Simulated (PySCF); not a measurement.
BaBr₂, SMILES [Br][Ba][Br].

Coordinates come from a B3LYP-D3(BJ)/def2-SVP optimisation. The def2 effective core potentials stand for the cores of Ba; spin–orbit coupling is left out.

These are PBE/def2-TZVPD (PySCF) values and carry that method's errors.

Symmetry labels are those of the subgroup C2v that the program uses (full group C2v).

Problem. List the valence orbital energies around the gap with their symmetry. (An estimate is asked for; the answer gives what the named calculation found.)

Solution. 
| orbital | symmetry | energy (eV) |
|---|---|---|
| HOMO−7 | A1 | -17.31 |
| HOMO−6 | B2 | -16.91 |
| HOMO−5 | A1 | -6.85 |
| HOMO−4 | B2 | -6.42 |
| HOMO−3 | A2 | -6.31 |
| HOMO−2 | A1 | -6.19 |
| HOMO−1 | B1 | -6.17 |
| HOMO | B2 | -6.07 |
| LUMO | A1 | -2.62 |
| LUMO+1 | A1 | -1.83 |
| LUMO+2 | B1 | -1.83 |
| LUMO+3 | A2 | -1.18 |
